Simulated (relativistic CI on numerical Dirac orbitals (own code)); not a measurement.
**Cu⁴⁺: 3p photoemission**

Computed with this model: Dirac-Coulomb-Breit CI, orbitals from a KLI potential per configuration, a model potential for QED, multiplet model of photoemission in the sudden approximation, unscaled Slater integrals; configurations [Ar] 3d7 → [Ne] 3s2 3p5 3d7; 300 K; Lorentzian 0.8 eV and Gaussian 0.6 eV FWHM. Energies are those of the free ion, without screening or charge transfer. The energies are binding energies and can lie tens of eV above those of solids. S is read from ⟨S²⟩ = S(S + 1).

Field parameters in Wybourne normalisation: D3d B²₀ = −7Dσ, B⁴₀ = −14Dq − 21Dτ, B⁴₃ = −14√(10/7) Dq; Oh B⁴₀ = 21Dq, B⁴₄ = √(5/14) B⁴₀; Td as Oh with Dq negative (B⁴₀ = 21Dq, B⁴₄ = √(5/14) B⁴₀). The field is a parameter set, without covalency.

Computed curve for D3d, 10Dq = 30750, Dσ = 700, Dτ = 240 cm⁻¹, scaled to 100 at the maximum (points under 2 are left out and the grid is thinned):

```json
{"Energy (eV)": "144.5", "Intensity": "2.1"}
{"Energy (eV)": "145.1", "Intensity": "2.7"}
{"Energy (eV)": "145.7", "Intensity": "3.7"}
{"Energy (eV)": "146.3", "Intensity": "5.8"}
{"Energy (eV)": "146.9", "Intensity": "11.8"}
{"Energy (eV)": "147.5", "Intensity": "21.3"}
{"Energy (eV)": "148.0", "Intensity": "30.5"}
{"Energy (eV)": "148.6", "Intensity": "48.9"}
{"Energy (eV)": "149.2", "Intensity": "89.0"}
{"Energy (eV)": "149.8", "Intensity": "98.0"}
{"Energy (eV)": "150.4", "Intensity": "88.6"}
{"Energy (eV)": "151.0", "Intensity": "63.1"}
{"Energy (eV)": "151.6", "Intensity": "45.6"}
{"Energy (eV)": "152.2", "Intensity": "54.0"}
{"Energy (eV)": "152.8", "Intensity": "49.6"}
{"Energy (eV)": "153.4", "Intensity": "41.4"}
{"Energy (eV)": "154.0", "Intensity": "36.4"}
{"Energy (eV)": "154.6", "Intensity": "39.1"}
{"Energy (eV)": "155.1", "Intensity": "34.2"}
{"Energy (eV)": "155.7", "Intensity": "21.8"}
{"Energy (eV)": "156.3", "Intensity": "19.0"}
{"Energy (eV)": "156.9", "Intensity": "20.7"}
{"Energy (eV)": "157.5", "Intensity": "24.0"}
{"Energy (eV)": "158.1", "Intensity": "28.4"}
{"Energy (eV)": "158.7", "Intensity": "28.9"}
{"Energy (eV)": "159.3", "Intensity": "24.9"}
{"Energy (eV)": "159.9", "Intensity": "30.7"}
{"Energy (eV)": "160.5", "Intensity": "37.7"}
{"Energy (eV)": "161.1", "Intensity": "31.2"}
{"Energy (eV)": "161.7", "Intensity": "26.2"}
{"Energy (eV)": "162.2", "Intensity": "21.7"}
{"Energy (eV)": "162.8", "Intensity": "16.1"}
{"Energy (eV)": "163.4", "Intensity": "14.2"}
{"Energy (eV)": "164.0", "Intensity": "14.6"}
{"Energy (eV)": "164.6", "Intensity": "15.8"}
{"Energy (eV)": "165.2", "Intensity": "22.9"}
{"Energy (eV)": "165.8", "Intensity": "31.5"}
{"Energy (eV)": "166.4", "Intensity": "16.7"}
{"Energy (eV)": "167.0", "Intensity": "9.1"}
{"Energy (eV)": "167.6", "Intensity": "8.3"}
{"Energy (eV)": "168.2", "Intensity": "7.9"}
{"Energy (eV)": "168.8", "Intensity": "8.1"}
{"Energy (eV)": "169.3", "Intensity": "6.6"}
{"Energy (eV)": "169.9", "Intensity": "6.3"}
{"Energy (eV)": "170.5", "Intensity": "6.2"}
{"Energy (eV)": "171.1", "Intensity": "6.1"}
{"Energy (eV)": "171.7", "Intensity": "6.1"}
{"Energy (eV)": "172.3", "Intensity": "6.3"}
{"Energy (eV)": "172.9", "Intensity": "8.8"}
{"Energy (eV)": "173.5", "Intensity": "16.0"}
{"Energy (eV)": "174.1", "Intensity": "22.5"}
{"Energy (eV)": "174.7", "Intensity": "19.5"}
{"Energy (eV)": "175.3", "Intensity": "17.5"}
{"Energy (eV)": "175.9", "Intensity": "18.2"}
{"Energy (eV)": "176.4", "Intensity": "11.5"}
{"Energy (eV)": "177.0", "Intensity": "5.1"}
{"Energy (eV)": "177.6", "Intensity": "3.6"}
{"Energy (eV)": "178.2", "Intensity": "2.8"}
{"Energy (eV)": "182.0", "Intensity": "2.2"}
{"Energy (eV)": "182.6", "Intensity": "2.0"}
```

The ground state has S = 0.79, and the centroid lies at 157.24 eV.
